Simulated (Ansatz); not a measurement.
Start from `[NH2][GaH][SiH2][SiH3]` and change one element to get `NB[SiH2][SiH3]`.

Ansatz, PBE0-D4/def2-TZVP geometries, multiplicity 1. Each molecule was computed in one conformer, which needn't be the lowest.

Scalar relativity is left out up to krypton.

| property | `[NH2][GaH][SiH2][SiH3]` |
| --- | --- |
| size of the dipole moment (ωB97M-V/def2-TZVPP) / D | 1.16 |
| size of the dipole moment (PBE/def2-TZVPP) / D | 1.36 |
| HOMO–LUMO gap (B3LYP/def2-TZVPP) / eV | 5.70 |
| LUMO energy (ωB97M-V/def2-TZVPP) / eV | 0.38 |
| HOMO energy (PBE0/def2-TZVPP) / eV | -7.42 |
| HOMO energy (PBE/def2-TZVPP) / eV | -6.18 |

**Question.** What does the change do to each property? (An estimate is asked.)

**Answer.** The calculation gave: 
```tsv
property	`NB[SiH2][SiH3]`	shift
size of the dipole moment (ωB97M-V/def2-TZVPP) / D	2.64	1.48
size of the dipole moment (PBE/def2-TZVPP) / D	2.68	1.32
HOMO–LUMO gap (B3LYP/def2-TZVPP) / eV	6.50	0.80
LUMO energy (ωB97M-V/def2-TZVPP) / eV	1.11	0.73
HOMO energy (PBE0/def2-TZVPP) / eV	-7.63	-0.21
HOMO energy (PBE/def2-TZVPP) / eV	-6.50	-0.32
```

With PBE0 the HOMO falls by 0.21 eV and the LUMO rises by 0.54 eV, so the gap widens by about 0.75 eV. PBE moves the HOMO by -0.32 eV and ωB97M-V by -0.23 eV. Dipoles are sizes alone; their direction can turn.

B3LYP here is the variant with VWN-RPA as its local correlation; programs differ in this.
